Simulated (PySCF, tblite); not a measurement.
Problem. Write Cartesian coordinates for `FC(F)(F)c1oc2ccccc2p1` as optimised with GFN2-xTB.

Solution. 
```
atom  x, y, z in Å
F1     3.876    0.797   -0.252
C2     3.334   -0.343    0.208
F3     3.876   -1.343   -0.503
F4     3.773   -0.482    1.470
C5     1.852   -0.379    0.094
O6     1.173    0.570    0.779
C7    -0.149    0.421    0.585
C8    -1.114    1.243    1.157
C9    -2.436    0.979    0.877
C10   -2.803   -0.080    0.044
C11   -1.851   -0.895   -0.524
C12   -0.502   -0.651   -0.256
P13    0.960   -1.510   -0.825
H14   -0.815    2.058    1.796
H15   -3.203    1.603    1.310
H16   -3.849   -0.259   -0.155
H17   -2.129   -1.716   -1.166
```

Any rigid rotation of these coordinates is as good. Atoms count from 1 in this order. O6 (furan-type oxygen) is bent (angle 110.0°). The 7 C–C bonds span 1.376 Å (C10–C11, aromatic) to 1.488 Å (C2–C5, drawn single), a spread of 0.112 Å. The 6-membered ring C7–C8–C9–C10–C11–C12 has internal angles of 118.0° to 121.5°; it is planar, 0.00 Å rms from its mean plane, widest ring torsion 0°. The 5-membered ring C5–O6–C7–C12–P13 has internal angles of 86.4° to 118.4°; it is planar, 0.00 Å rms from its mean plane, widest ring torsion 0°.

Bonds between heavy atoms (Å): F1–C2 1.344, C2–F3 1.341, C2–F4 1.343, C2–C5 1.488, C5–O6 1.353, O6–C7 1.344, C7–C8 1.391, C8–C9 1.377, C9–C10 1.397, C10–C11 1.376, C11–C12 1.397, C12–P13 1.788, C5–P13 1.709, C7–C12 1.408.

The geometry is computed with GFN2-xTB (gas phase).

Point group: Cs (tolerance 0.08 Å). Its GFN2-xTB frequencies are all real (lowest 28 cm⁻¹).
